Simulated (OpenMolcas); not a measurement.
**How basis sets differ on GaHSF (SMILES [F][Ga][SH])**

The species is GaHSF (4 atoms), meant as a doublet with charge 0. SMILES: `[F][Ga][SH]`. The shape comes from GFN2-xTB, which is rough for such elements, and wasn't checked as a minimum.

```xyz
4

F     0.2935   -0.2388    1.8159
Ga   -0.9990    0.3976    0.7284
S    -0.2088    0.1754   -1.5202
H     0.9143   -0.3342   -1.0242
```

Each level gives the dipole moment (D). The values are calculated.

```tsv
level	kind	program	value (D)	CPU time
UHF/ANO-RCC-MB (DKH2)	Hartree–Fock	OpenMolcas	2.52	7.3 s
UHF/STO-3G	Hartree–Fock	OpenMolcas	1.59	9.1 s
UHF/3-21G	Hartree–Fock	OpenMolcas	2.89	2.9 s
UHF/def2-SVP	Hartree–Fock	OpenMolcas	2.21	6.2 s
UHF/6-31G* (Cartesian functions)	Hartree–Fock	OpenMolcas	2.23	6.8 s
UHF/aug-cc-pVDZ	Hartree–Fock	OpenMolcas	2.33	16 s
UHF/pcseg-2	Hartree–Fock	OpenMolcas	2.32	36 s
UHF/def2-TZVP	Hartree–Fock	OpenMolcas	2.27	32 s
```

All-electron rows without a relativistic Hamiltonian named are non-relativistic. The values span 1.59 to 2.89 D. Sets without polarisation functions give poor dipoles. Without the sets that lack polarisation functions the rows with a basis span only 2.21 to 2.33 D. CPU times are rough (shared hosts, several kinds of processor): they show what a rung costs within a factor of a few.
